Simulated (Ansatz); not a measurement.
Molecule: C3H10Cl2Si2, net charge 0, singlet state. SMILES: C[Si](C)(C)[SiH](Cl)Cl
Geometry from a B3LYP-D3(BJ)/def2-TZVP (Ansatz, a quantum-chemistry and plane-wave program) optimisation:
```xyz
17

C     -1.2887    -1.2102    -2.1504
Si    -1.2752    -0.2846    -0.5162
C     -1.6452    -1.4377     0.9166
C     -2.4714     1.1632    -0.5456
Si     0.8850     0.5513    -0.1607
Cl     2.2224    -1.0372    -0.0907
Cl     0.9362     1.5393     1.6664
H     -0.5566    -2.0197    -2.1480
H     -1.0576    -0.5487    -2.9876
H     -2.2739    -1.6474    -2.3321
H     -0.9269    -2.2585     0.9547
H     -2.6452    -1.8666     0.8143
H     -1.6004    -0.9065     1.8689
H     -3.4969     0.8071    -0.6725
H     -2.2518     1.8478    -1.3672
H     -2.4247     1.7290     0.3866
H      1.4331     1.5016    -1.1528
```
Charge 0, spin multiplicity 1.

Parts of the frozen-core correlation energy in cc-pwCVTZ (Ansatz, hartree). Frozen orbitals: 23; correlated occupied orbitals by spin: 22 and 22; virtual: 460 and 460. Spin-orbit coupling is left out. No relativistic terms.

```json
[
 {"term": "reference (HF)", "value": "-1616.55940"},
 {"term": "MP2 opposite-spin", "value": "-0.90459"},
 {"term": "MP2 same-spin", "value": "-0.26520"},
 {"term": "CCSD correlation", "value": "-1.25780"},
 {"term": "(T)", "value": "-0.05317"},
 {"term": "T1 diagnostic", "value": "0.010"},
 {"term": "largest doubles amplitude", "value": "0.017"}
]
```
